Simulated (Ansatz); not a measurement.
Be3S3⁻. Charge -1, multiplicity 2. Geometry r2SCAN-D4/def2-SVPD; atoms count from 1.

```csv
atom,x (Å),y (Å),z (Å)
Be1,1.195,-0.097,0.429
Be2,-0.746,0.949,0.404
Be3,-0.449,-0.852,-0.832
S4,0.794,1.507,1.473
S5,1.320,-1.679,-0.715
S6,-2.114,0.172,-0.758
```

The structure comes from a short search, and lower isomers may exist.

Problem. Estimate the Mulliken populations from the PBE0/def2-TZVPD orbitals of Ansatz.

Solution. 
```
atom  charge (e)  spin (α − β)
 Be1       -0.13          0.29
 Be2       -0.13          0.29
 Be3       -0.13          0.29
  S4       -0.20          0.04
  S5       -0.20          0.04
  S6       -0.20          0.04
```
Mulliken values depend strongly on the basis. With diffuse functions, as here, like atoms can get unlike values, and bond orders can come out too low or too high.

Problem. Where does the spin sit?

Solution. Summed by element: Be 0.87, S 0.13, of 1 unpaired in all. Largest on single atoms: Be2 0.29, Be1 0.29, Be3 0.29.

Problem. And the Mayer bond orders between heavy atoms (over 0.3)?

Solution. Be1–Be2 0.32 (2.20 Å); Be1–Be3 0.32 (2.20 Å); Be1–S4 1.11 (1.96 Å); Be1–S5 1.11 (1.96 Å); Be2–Be3 0.32 (2.20 Å); Be2–S4 1.11 (1.96 Å); Be2–S6 1.11 (1.96 Å); Be3–S5 1.11 (1.96 Å); Be3–S6 1.11 (1.96 Å).
